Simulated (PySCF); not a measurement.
Compound: C₃H₆Ge.
Geometry (PBE0-D3(BJ)/def2-SVP, Å), atoms numbered from 1 in this order:
```
atom  x, y, z in Å
C1     2.298    0.102    0.186
C2     1.202   -0.413    0.246
C3    -0.128   -0.983    0.304
Ge4   -1.510    0.369   -0.109
H5     3.273    0.548    0.137
H6    -0.337   -1.393    1.305
H7    -0.232   -1.811   -0.416
H8    -2.896   -0.303   -0.047
H9    -1.264    0.927   -1.519
H10   -1.436    1.502    0.926
```

Jobs on this species (10 atoms, 56 electrons) with PySCF (density fitting). Hardware of each: an Arm Neoverse V2 with one thread, no GPU, on a shared host. The host was shared with other jobs, so the times are rough. Peak memory is the resident size of the whole Python process, interpreter and libraries included.

```
                                                                 level and settings                                                          work  basis functions  SCF cycles  wall time  peak memory
                                                 PBE0-D3(BJ)/def2-SVP, grid level 1  geometry optimisation from a GFN2-xTB start shaken at random              104           ?          ?            ?
delta-SCF UKS SCAN, def2-TZVP on the ionised atom, pcseg-1 elsewhere, spin-free X2C                                 ΔSCF core ionisation, 3 holes              116          56       13 s     0.50 GiB
 delta-SCF UKS SCAN, pcX-2 on the ionised atom, pcseg-1 elsewhere, non-relativistic                                 ΔSCF core ionisation, 3 holes              130          57       13 s     0.50 GiB
    delta-SCF UKS SCAN, pcX-2 on the ionised atom, pcseg-1 elsewhere, spin-free X2C                                 ΔSCF core ionisation, 3 holes              130          57       14 s     0.42 GiB
     delta-SCF UKS PBE, pcX-2 on the ionised atom, pcseg-1 elsewhere, spin-free X2C                                 ΔSCF core ionisation, 3 holes              130          51      8.2 s     0.50 GiB
      delta-SCF UKS HF, pcX-2 on the ionised atom, pcseg-1 elsewhere, spin-free X2C                                 ΔSCF core ionisation, 3 holes              130          54       11 s     0.50 GiB
   delta-SCF UKS B3LYP, pcX-2 on the ionised atom, pcseg-1 elsewhere, spin-free X2C                                 ΔSCF core ionisation, 3 holes              130          46       16 s     0.50 GiB
    delta-SCF UKS SCAN, pcX-1 on the ionised atom, pcseg-1 elsewhere, spin-free X2C                                 ΔSCF core ionisation, 3 holes              109          55       11 s     0.50 GiB
    delta-SCF UKS PBE0, pcX-2 on the ionised atom, pcseg-1 elsewhere, spin-free X2C                                 ΔSCF core ionisation, 3 holes              130          48       16 s     0.50 GiB
```

Task: Fill in the missing figures.

Result: 
- PBE0-D3(BJ)/def2-SVP, grid level 1; geometry optimisation from a GFN2-xTB start shaken at random: 21 s, 0.42 GiB, 40 SCF cycles

Task: What do all jobs in the table cost together?

Result: About 2.1 min; the longest takes about 17 % of that, and about 2.6 times as long as the shortest.
